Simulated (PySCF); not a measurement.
# trans-[RuO2(OH)4]2-: 2 charge schemes on one density

Species: trans-[RuO2(OH)4]2- (charge -2 and singlet state).
Structure used (PBE0-D3(BJ)/def2-SVP), in Å, numbered top down from 1:
```xyz
11
H4O6Ru angstrom
Ru    -0.0001   -0.0002   -0.0003
O      0.0172    0.0107    1.7161
O     -0.0171   -0.0103   -1.7167
O      2.0224   -0.1530   -0.0201
H      2.2242    0.7911   -0.0317
O     -2.0226    0.1530    0.0199
H     -2.2245   -0.7911    0.0306
O      0.1539    2.0223   -0.0144
H     -0.7901    2.2246   -0.0033
O     -0.1536   -2.0226    0.0141
H      0.7905   -2.2246    0.0059
```

Density: PBE0/pcSseg-1 (def2-TZVP on Ru) (PySCF); schemes: Mulliken and ESP-fitted. Whether so highly charged an anion holds all its electrons in the gas phase wasn't checked; a finite basis holds them in any case. No counter-ion or solvent screens the charge of this multiply charged ion. Atoms past krypton carry effective core potentials; spin–orbit coupling is left out. The pcSseg-1 basis has no diffuse functions, a weakness for an anion. The HOMO energy is positive at this level (+2.37 eV), so the outermost electrons may be held by the finite basis alone.

Q: Atoms with like bonding are taken together and averaged. For which atoms does the sign change between the 2 schemes (beyond +0.03 e in one, beyond −0.03 e in another)?

A: For none.

Q: At which atom do the 2 schemes differ most?

A: At Ru1: from +1.073 (Mulliken) to +2.071 e (ESP-fitted), 0.998 e apart.

Q: Give the atomic charges in each scheme.

A: In e; atoms taken as equivalent share a row and are averaged (×n: the atom named and its like, n in all):

```csv
atom,environment,Mulliken,ESP-fitted
Ru1,ruthenium bonded to 6 O,+1.073,+2.071
O2/O3,oxygen bonded to Ru,-0.601,-0.746
O4/O6/O8/O10,oxygen bonded to Ru and H,-0.691,-1.040
H5/H7/H9/H11,hydrogen on O4,+0.223,+0.395
```

Mean size of the charges over all atoms: ESP-fitted 0.846 e, Mulliken 0.539 e. Each set sums to the total charge, -2, to within 0.001 e. The ESP scheme is a least-squares fit of atom-centred charges to the potential on four shells outside the van der Waals surface, with the total charge fixed.

Q: How many electrons does the Mulliken scheme count on O6?

A: Its own charge is -0.691 e, so Z − q = 8.691.

Q: Sum the charges by element, for elements with more than one atom.

A: 
```
element  atoms  Mulliken  ESP-fitted
      O      6    -3.965      -5.653
      H      4    +0.892      +1.582
```
